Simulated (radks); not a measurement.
Problem. These are the eigenvalues of the occupied orbitals of an atom or ion with whole-number occupations (eV). All-electron calculation, scalar-relativistic Kohn-Sham, PBE, spin-polarised, spherical densities, finite nucleus; Fermi nuclear charge, rms radius of each element as measured or else 0.836 A^(1/3) + 0.57 fm. Program: a radial shooting solver on a logarithmic mesh with Libxc functionals.

| orbital | eigenvalue |
|---|---|
| 1s up | -87182.71 |
| 1s down | -87182.45 |
| 2s up | -18698.23 |
| 2s down | -18675.78 |
| 2p up | -16688.17 |
| 2p down | -16670.04 |
| 3s up | -7047.326 |
| 3s down | -7021.511 |
| 3p up | -6459.722 |
| 3p down | -6433.767 |
| 3d up | -5925.859 |

Which element is it, and in what charge state? The configuration may be excited. Open shells, if any, are filled with parallel spins first.

Solution. Z = 80, mercury, charge +58: Hg58+ in [Ar] 3d4. The list shows which subshells hold electrons but not how many an open one holds; the 1s level, -3203.9 hartree, gives Z - s = 80.0 by -(Z - s)^2/2, which with screening and relativity narrows Z to a few neighbours, and the depths of the outer levels then fix element, charge and occupations together.
